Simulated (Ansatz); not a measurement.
```yaml
crystal:
  periodic: [false, false, false]
  atoms:
    - {symbol: C, position_ang: [-1.405321, 1.503463, -0.506204]}
    - {symbol: C, position_ang: [-2.100597, -0.911514, -0.865069]}
    - {symbol: Si, position_ang: [1.005754, -2.004298, 0.320224]}
    - {symbol: C, position_ang: [1.259596, 1.564565, 0.546578]}
    - {symbol: H, position_ang: [-2.533654, 3.186215, -0.891638]}
    - {symbol: H, position_ang: [-3.891627, -1.576849, -1.594415]}
    - {symbol: H, position_ang: [2.728471, -3.301995, -1.490275]}
    - {symbol: H, position_ang: [1.063951, -3.451793, 2.735003]}
    - {symbol: H, position_ang: [1.401340, 2.392507, 2.432949]}
    - {symbol: H, position_ang: [2.629121, 2.502754, -0.681484]}
basis:
  gaussian: {orbitals: def2-mTZVP, nuclear_model: gaussian}
hamiltonian: {xc: {name: r2SCAN}, dispersion: d3bj}
scf: {lower_state_search: off}
output: {forces: true}
```

```sh
$ ansatz run in.yaml --threads 2 --pin off --events-out ev --progress --plain --max-ram 4352MiB
```

It prints (some lines left out):

```
Warning: the engine holds no damping parameters fitted to this dispersion correction and functional, so the run takes those fitted to r2scan beside the three-body term, which d3bj leaves out (hamiltonian.dispersion, under Limitations)
Functional definition: r2SCAN
1030 factors; their error is unknown
mean field evaluation 1: about -11041.0841 eV, gradient 2.9e1 eV
mean field evaluation 2: about -10871.2775 eV, gradient 1.6e2 eV
mean field evaluation 4: about -11018.7551 eV, gradient 6.9e1 eV
mean field evaluation 8: about -11046.7782 eV, gradient 1.9e-1 eV
mean field evaluation 16: about -11046.7932 eV, gradient 1.8e-1 eV
mean field -11046.79350089 eV, -405.9621733721 hartree, gradient 3.2e-6 eV, S^2 0.000000; 0 other end points of the search recorded, 0 dependent functions left out
reference -11046.79352144 eV, -405.9621741274 hartree; 19, 19 occupied and 78, 78 virtual orbitals, 1030 factors
Total energy: -11046.86326888 eV, -405.9647372984 hartree
Atom 0 at    -1.405321     1.503463    -0.506204 Å, force    -0.981717     0.660576    -0.752887 eV/Å
Atom 1 at    -2.100597    -0.911514    -0.865069 Å, force    -1.589106     0.573884    -0.132452 eV/Å
Atom 2 at     1.005754    -2.004298     0.320224 Å, force     0.740279    -0.915311    -0.012193 eV/Å
Atom 3 at     1.259596     1.564565     0.546578 Å, force     1.117492     1.397074     0.684594 eV/Å
Atom 4 at    -2.533654     3.186215    -0.891638 Å, force     1.369756    -2.424143     0.561084 eV/Å
Atom 5 at    -3.891627    -1.576849    -1.594415 Å, force     2.523210     1.144109     0.854738 eV/Å
Atom 6 at     2.728471    -3.301995    -1.490275 Å, force    -1.089592     0.769947     1.190829 eV/Å
Atom 7 at     1.063951    -3.451793     2.735003 Å, force    -0.033156     0.820849    -1.445755 eV/Å
Atom 8 at     1.401340     2.392507     2.432949 Å, force    -0.123087    -0.945022    -2.744597 eV/Å
Atom 9 at     2.629121     2.502754    -0.681484 Å, force    -1.934079    -1.081964     1.796639 eV/Å
Dipole moment:    -0.421928     0.078490    -0.121256 e Å
Checks for a lower state left out: stability, starts, cluster_reference, orbital_swaps, neighbouring_geometries, increment
```

Q: What is wrong with this run?

A: The coordinates are in bohr but typed as ångström. The calculation finished and met its thresholds. The result belongs to that input, not to the molecule as meant.
